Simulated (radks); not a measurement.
The numbers below are computed, except where a source is named.
Species: Bi+. Configuration: [Hg] 6p2 (the NIST ground configuration).

Code: a radial shooting solver on a logarithmic mesh with Libxc functionals. Model: Dirac Kohn-Sham, PBEsol, spin-unpolarised, spherical densities, finite nucleus; open shells fill j = l - 1/2 first; Fermi nuclear charge, rms radius 5.5211 fm.

Energy parts (eV):
part                       energy
total                  -586921.23
kinetic                 685467.59
electron-nucleus      -1486900.25
Hartree                 225193.47
exchange-correlation    -10682.05

Orbitals (lengths in bohr, moments of r in powers of bohr; <r^-3> diverges for s and p1/2):
| orbital | occ. | eigenvalue (eV) | <r> | <r^-3> | <r^4> | small-component weight |
|---|---|---|---|---|---|---|
| 1s1/2 | 2 | -90427.65 | 0.01580 | - | 3.336e-07 | 1.00e-01 |
| 2s1/2 | 2 | -16240.40 | 0.06581 | - | 0.00004754 | 2.32e-02 |
| 2p1/2 | 2 | -15612.89 | 0.05389 | - | 0.00002791 | 2.33e-02 |
| 2p3/2 | 4 | -13294.74 | 0.06294 | 24410 | 0.00004567 | 2.05e-02 |
| 3s1/2 | 2 | -3924.928 | 0.1711 | - | 0.001713 | 7.83e-03 |
| 3p1/2 | 2 | -3639.391 | 0.1616 | - | 0.001479 | 7.78e-03 |
| 3p3/2 | 4 | -3120.421 | 0.1780 | 5791 | 0.002123 | 6.94e-03 |
| 3d3/2 | 4 | -2649.152 | 0.1545 | 1018 | 0.001386 | 6.83e-03 |
| 3d5/2 | 6 | -2539.073 | 0.1595 | 826.7 | 0.001543 | 6.61e-03 |
| 4s1/2 | 2 | -905.7912 | 0.3771 | - | 0.03723 | 2.71e-03 |
| 4p1/2 | 2 | -781.3206 | 0.3778 | - | 0.03907 | 2.62e-03 |
| 4p3/2 | 4 | -653.3291 | 0.4126 | 1435 | 0.05515 | 2.29e-03 |
| 4d3/2 | 4 | -450.0491 | 0.4162 | 229.9 | 0.06293 | 2.09e-03 |
| 4d5/2 | 6 | -426.1539 | 0.4273 | 182.1 | 0.06966 | 2.01e-03 |
| 5s1/2 | 2 | -164.2320 | 0.8317 | - | 0.8618 | 7.47e-04 |
| 4f5/2 | 6 | -162.2558 | 0.4381 | 40.65 | 0.1014 | 1.65e-03 |
| 4f7/2 | 8 | -156.7643 | 0.4442 | 38.47 | 0.1072 | 1.62e-03 |
| 5p1/2 | 2 | -120.9752 | 0.8852 | - | 1.150 | 6.59e-04 |
| 5p3/2 | 4 | -96.2474 | 0.9752 | 273.2 | 1.707 | 5.55e-04 |
| 5d3/2 | 4 | -35.8862 | 1.211 | 29.70 | 4.832 | 3.63e-04 |
| 5d5/2 | 6 | -32.8820 | 1.254 | 22.87 | 5.629 | 3.40e-04 |
| 6s1/2 | 2 | -21.3914 | 2.136 | - | 40.07 | 1.20e-04 |
| 6p1/2 | 2 | -12.5972 | 2.588 | - | 92.69 | 7.90e-05 |
| 6p3/2 | 0 | -10.3314 | 2.917 | 24.11 | 149.3 | 6.15e-05 |

The highest occupied level is 6p1/2 at -12.597 eV. The electron density at the nucleus is 2.965e+06 e/bohr^3. For comparison, the ionisation energy in NIST's Atomic Spectra Database is 16.703 eV (measured). In exact Kohn-Sham theory the highest level is minus the ionisation energy, but local and semilocal functionals leave it too shallow, through self-interaction and a potential that decays too fast; potentials with the right tail come closer.

Beside tabulated values, note that spin-unpolarised runs miss the spin-polarisation part of the exchange energy of open shells.
